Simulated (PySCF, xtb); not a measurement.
NbF4, SMILES [F][Nb]([F])([F])[F] (connectivity only; charge and spin as stated), neutral, multiplicity 2.

Harmonic wavenumbers (cm⁻¹) from GFN2-xTB in xtb at its own minimum, in rising order: 127, 157, 180, 180, 243, 429, 482, 523, 523.

Q: What does PySCF with PBE0-D3(BJ)/def2-SVP give at its own minimum? (The exact figures need the calculation; the answer reports its results.)

A: 151, 163, 163, 176, 199, 684, 706, 740, 740. Paired by order, the mean absolute difference is 112 cm⁻¹ and the zero-point energies are 4.1 and 5.3 kcal/mol.
